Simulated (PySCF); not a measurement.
## Core binding energy against partial charge

C6H3F3.
SMILES with atom numbers: `[CH2:1]=[C:2]=[CH:3][C:4]#[C:5][C:6]([F:7])([F:8])[F:9]`

Binding energies: PySCF 2.14.0, delta-SCF UKS SCAN, pcX-2 on the ionised atom, pcseg-1 elsewhere, spin-free X2C. Charges: PBE0/pcSseg-1 ground-state density, for the ionised atom.

```
atom                               environment  C 1s (eV)  Mulliken (e)  IAO (e)  Hirshfeld (e)  ESP (e)
  C5                             alkyne carbon     290.77        -0.297   -0.122         -0.093   -0.347
  C2  central carbon of cumulated double bonds     291.11        -0.058   +0.075         +0.033   +0.249
  C1    outer carbon of cumulated double bonds     291.22        -0.155   -0.333         -0.090   -0.561
  C4                             alkyne carbon     291.46        +0.235   +0.032         -0.012   +0.234
  C3    outer carbon of cumulated double bonds     291.91        -0.301   -0.215         -0.049   -0.414
  C6                                CF3 carbon     298.75        +0.834   +0.813         +0.265   +0.679
```

Q: How well does each charge scheme correlate with the binding energies over these sites?

A: Hirshfeld: r = 0.94, slope 21.3 eV per e; IAO: r = 0.91, slope 6.9 eV per e; Mulliken: r = 0.89, slope 6.3 eV per e; ESP: r = 0.70, slope 4.4 eV per e. On 6 points no scheme stands out.

Q: The point-charge model writes a binding energy as kq + V + constant, with V the potential of the other atoms' charges at the site. What does it give with the Hirshfeld charges?

A: V = Σ 14.40 eV Å × q/r over all other atoms: +1.08 eV at C5, -0.41 eV at C2, +2.01 eV at C1, -0.51 eV at C4, +0.93 eV at C3, -3.66 eV at C6. Fitting binding energy − V to q gives k = 35.7 eV per e and leaves an rms residual of 0.90 eV, against 0.99 eV for the fit on q alone. The model has no term for differences in relaxation between sites.

The unrestricted hole states depart most from a pure doublet (⟨S²⟩ = 0.75; over 0.85 named) for C 1s of C2 (0.94) and C 1s of C4 (0.90), which makes these values less certain. Geometry: PBE0-D3(BJ)/def2-SVP; no solvent, vibrations or thermal averaging.
